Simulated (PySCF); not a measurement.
Compound: hexafluoro-1,3-butadiene, C4F6.
Atom-mapped SMILES: `[F:1][C:2]([F:3])=[C:4]([F:5])[C:6]([F:7])=[C:8]([F:9])[F:10]`

Geometry (PBE0-D3(BJ)/def2-SVP, Å), atoms numbered from 1 in this order:
```xyz
10
C4F6 angstrom
F      2.4528   -0.1238    0.7222
C      1.3049   -0.0098    1.3285
F      1.4276    0.0604    2.6258
C      0.1125    0.0328    0.7137
F     -0.9743    0.1503    1.4734
C     -0.1118   -0.0394   -0.7193
F      0.9730   -0.1753   -1.4788
C     -1.3037    0.0174   -1.3333
F     -2.4483    0.1537   -0.7251
F     -1.4298   -0.0617   -2.6296
```

Method used: TDDFT CAM-B3LYP/def2-SVPD, vertical, gas phase, core orbitals frozen in the response (PySCF).

Kohn–Sham orbitals with the atoms that hold most of them (Löwdin shares over 4%, at most four atoms; ? is withheld):

```tsv
orbital	ε (eV)	atoms
LUMO+2	1.15	C4 15%, C6 15%, F5 14%, F7 14%
LUMO+1	0.85	C8 22%, C2 22%, C6 15%, C4 15%
LUMO	?	?
HOMO	-8.45	?
HOMO-1	-10.76	C6 20%, C4 20%, F5 14%, F7 14%
HOMO-2	-13.25	F5 29%, F7 29%, C6 10%, C4 10%
HOMO-3	-14.66	F3 32%, F10 31%, F1 14%, F9 14%
```

Q: Which atoms hold the HOMO, and with what shares?

A: C2 (bonded to C and 2 F) 18%; C8 (bonded to C and 2 F) 18%; C4 (bonded to 2 C and F) 16%; C6 (bonded to 2 C and F) 15%.

Q: Give the leading atoms of the LUMO.

A: C2 (bonded to C and 2 F) 22%; C8 (bonded to C and 2 F) 22%; C4 (bonded to 2 C and F) 14%; C6 (bonded to 2 C and F) 14%.

Q: What is the LUMO energy, and the HOMO–LUMO gap?

A: ε(LUMO) = -0.19 eV; the gap is 8.25 eV (0.3033 hartree).

Q: The HOMO–LUMO gap is 8.25 eV. Where does the response calculation put the lowest singlet, and from which orbitals?

A: S1 is at 5.81 eV (f = 0.0032), 2.44 eV below the gap, made of HOMO→LUMO+2 (89%). Its leading pair isn't HOMO and LUMO; the energies of that pair differ by 9.60 eV. 

Q: One configuration dominates each of S2, S3 and S5. Which, and how do the shares of the two leading atoms of either orbital change from the occupied to the empty one?

A: 
- S2 (6.01 eV, f 0.739), HOMO→LUMO (98%): C2 18% → 22%, C8 18% → 22%
- S3 (6.25 eV, f 0.0007), HOMO→LUMO+1 (93%): C2 18% → 22%, C8 18% → 22%
- S5 (7.46 eV, f 0.0000), HOMO-1→LUMO (92%): C6 20% → 14%, C4 20% → 14%, C2 at most 15% → 22%, C8 at most 15% → 22%

Löwdin shares depend on the basis, the more so with diffuse functions.

One conformer stands for the species.
